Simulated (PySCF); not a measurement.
C3H7BrMg (SMILES C[CH](C)[Mg][Br]), singlet, at a GFN2-xTB geometry (such geometries of metal compounds can be far from the true shape); DF-PBE0/def2-TZVPP run with PySCF.

Input for PySCF:
```python
from pyscf import gto, scf, dft

mol = gto.M(
    atom='''
Mg   -1.22059213    0.13462139   -0.04706729
Br    0.60978943    1.06534297    1.19760906
C    -0.86560689   -1.32573145   -1.52096216
C    -0.21512988   -2.50298476   -0.81321563
C     0.10137366   -0.69966033   -2.51220429
H    -1.75166348   -1.67550336   -2.05720800
H     0.13613235   -3.24230875   -1.53948623
H     0.65432148   -2.17734507   -0.23149576
H    -0.91957053   -3.00066685   -0.14180747
H    -0.37383991    0.10995473   -3.07234196
H     0.45195444   -1.44554574   -3.23197175
H     0.98331961   -0.30078642   -1.99890599
''',
    basis='def2-tzvpp',
    verbose=4,
    max_memory=1800,
)

mf = dft.RKS(mol)
mf.xc = 'pbe0'
mf = mf.density_fit(auxbasis='def2-universal-jkfit')
mf.kernel()
```

Question: What does PySCF print? Leave out banner, timings and long lists.

Answer: 
```
PySCF version 2.14.0

[INPUT] verbose = 4
[INPUT] num. atoms = 12
[INPUT] num. electrons = 72
[INPUT] charge = 0
[INPUT] spin (= nelec alpha-beta = 2S) = 0
[INPUT] symmetry False subgroup None
[INPUT] Mole.unit = angstrom
[INPUT] Symbol           X                Y                Z      unit          X                Y                Z       unit  Magmom
[INPUT]  1 Mg    -1.220592130000   0.134621390000  -0.047067290000 AA   -2.306584835500   0.254397557608  -0.088944287525 Bohr   0.0
[INPUT]  2 Br     0.609789430000   1.065342970000   1.197609060000 AA    1.152335016355   2.013206442031   2.263153127698 Bohr   0.0
[INPUT]  3 C     -0.865606890000  -1.325731450000  -1.520962160000 AA   -1.635759953637  -2.505269355223  -2.874201928227 Bohr   0.0
[INPUT]  4 C     -0.215129880000  -2.502984760000  -0.813215630000 AA   -0.406536554411  -4.729955690360  -1.536754820916 Bohr   0.0
[INPUT]  5 C      0.101373660000  -0.699660330000  -2.512204290000 AA    0.191568453645  -1.322166403923  -4.747378077057 Bohr   0.0
[INPUT]  6 H     -1.751663480000  -1.675503360000  -2.057208000000 AA   -3.310164239603  -3.166242471189  -3.887559701264 Bohr   0.0
[INPUT]  7 H      0.136132350000  -3.242308750000  -1.539486230000 AA    0.257252858193  -6.127075548781  -2.909207347239 Bohr   0.0
[INPUT]  8 H      0.654321480000  -2.177345070000  -0.231495760000 AA    1.236488394620  -4.114585860972  -0.437463585398 Bohr   0.0
[INPUT]  9 H     -0.919570530000  -3.000666850000  -0.141807470000 AA   -1.737736453921  -5.670438537561  -0.267977280717 Bohr   0.0
[INPUT] 10 H     -0.373839910000   0.109954730000  -3.072341960000 AA   -0.706455044332   0.207784325800  -5.805884865409 Bohr   0.0
[INPUT] 11 H      0.451954440000  -1.445545740000  -3.231971750000 AA    0.854070112381  -2.731685549132  -6.107541449831 Bohr   0.0
[INPUT] 12 H      0.983319610000  -0.300786420000  -1.998905990000 AA    1.858204755814  -0.568403955788  -3.777384869853 Bohr   0.0

nuclear repulsion = 337.878875873556
number of shells = 103
number of NR pGTOs = 406
number of NR cGTOs = 271
basis = def2-tzvpp
ecp = {}

******** <class 'pyscf.df.df_jk.DFRKS'> ********
method = DFRKS
initial guess = minao
damping factor = 0
level_shift factor = 0
DIIS = <class 'pyscf.scf.diis.CDIIS'>
diis_start_cycle = 1
diis_space = 8
diis_damp = 0
SCF conv_tol = 1e-09
SCF conv_tol_grad = None
SCF max_cycles = 50
direct_scf = False
XC library pyscf.dft.libxc version 7.1.2
    S. Lehtola, C. Steigemann, M. J. T. Oliveira, and M. A. L. Marques,  SoftwareX 7, 1–5 (2018)
XC functionals = pbe0
    C. Adamo and V. Barone,  J. Chem. Phys. 110, 6158 (1999)
    M. Ernzerhof and G. E. Scuseria,  J. Chem. Phys. 110, 5029 (1999)
radial grids:
    Treutler-Ahlrichs [JCP 102, 346 (1995); DOI:10.1063/1.469408] (M4) radial grids

becke partition: Becke, JCP 88, 2547 (1988); DOI:10.1063/1.454033
pruning grids: <function nwchem_prune>
grids dens level: 3
symmetrized grids: False
atomic radii adjust function: <function treutler_atomic_radii_adjust>
small_rho_cutoff = 0
Set gradient conv threshold to 3.16228e-05
Initial guess from minao.
tot grids = 150016
******** <class 'pyscf.df.df.DF'> ********
auxbasis = def2-universal-jkfit
init E= -2891.40336995069
  HOMO = -0.276380674713998  LUMO = -0.105922491395315  gap/eV = 4.63840
cycle= 1 E= -2892.22564549845  delta_E= -0.822  |g|= 0.547  |ddm|= 2.66
  HOMO = -0.173844718959923  LUMO = -0.0733575806410869  gap/eV = 2.73439
cycle= 2 E= -2892.08985198639  delta_E= 0.136  |g|= 0.838  |ddm|= 1.41
  HOMO = -0.250207149724468  LUMO = -0.0845389865253878  gap/eV = 4.50806
cycle= 3 E= -2892.30134504907  delta_E= -0.211  |g|= 0.153  |ddm|= 0.995
  HOMO = -0.23379896544445  LUMO = -0.0808368437535165  gap/eV = 4.16231
cycle= 4 E= -2892.30746864153  delta_E= -0.00612  |g|= 0.0447  |ddm|= 0.173
  HOMO = -0.236647378910572  LUMO = -0.0831210424782256  gap/eV = 4.17766
cycle= 5 E= -2892.30789168849  delta_E= -0.000423  |g|= 0.0134  |ddm|= 0.0436
  HOMO = -0.236147246921384  LUMO = -0.0825427511975612  gap/eV = 4.17979
cycle= 6 E= -2892.30792378085  delta_E= -3.21e-05  |g|= 0.00166  |ddm|= 0.0122
  HOMO = -0.236411364874971  LUMO = -0.0824601513641774  gap/eV = 4.18923
cycle= 7 E= -2892.30792449432  delta_E= -7.13e-07  |g|= 0.000303  |ddm|= 0.00216
  HOMO = -0.236418891672677  LUMO = -0.0824376215584444  gap/eV = 4.19004
cycle= 8 E= -2892.30792452019  delta_E= -2.59e-08  |g|= 0.000107  |ddm|= 0.000523
  HOMO = -0.236419377257995  LUMO = -0.0824420174060698  gap/eV = 4.18994
cycle= 9 E= -2892.30792452346  delta_E= -3.27e-09  |g|= 2.11e-05  |ddm|= 0.000131
  HOMO = -0.236419500247319  LUMO = -0.0824418510768545  gap/eV = 4.18995
cycle= 10 E= -2892.30792452357  delta_E= -1.12e-10  |g|= 8.27e-06  |ddm|= 3.67e-05
  HOMO = -0.236418847019898  LUMO = -0.0824409979736807  gap/eV = 4.18995
Extra cycle  E= -2892.30792452359  delta_E= -1.68e-11  |g|= 9.6e-06  |ddm|= 1.88e-05
converged SCF energy = -2892.30792452359
```
